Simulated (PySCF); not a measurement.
## Cu: excitation energy

Cu [Ar] 3d10 4s1 (2S) → Cu [Ar] 3d10 4d1 (2D), as a difference of total energies. Calculation: PySCF 2.14, in aug-cc-pVTZ-PP with one added diffuse shell each of s, p, d, f, g type with ECP10MDF (7s7p6d4f3g, 113 functions); scalar relativity through the core potential. Correlated levels: valence: 3s2 3p6 frozen. The calculations carry no spin-orbit coupling.

```tsv
method	excitation energy (eV)	error (eV)
UHF	5.216	-0.976
LDA	6.861	+0.669
PBE	6.450	+0.258
PBE0	6.151	-0.041
r2SCAN	6.562	+0.370
wB97X	6.277	+0.085
LC-wPBE	6.283	+0.091
wB97M-V	6.357	+0.165
MP2 (valence)	6.280	+0.088
SCS-MP2 (valence)	6.116	-0.076
```

Reference: 6.192 eV (measured; NIST levels, between the centres of gravity of the two terms).

Errors of the correlated levels include the incompleteness of this basis and the frozen core.
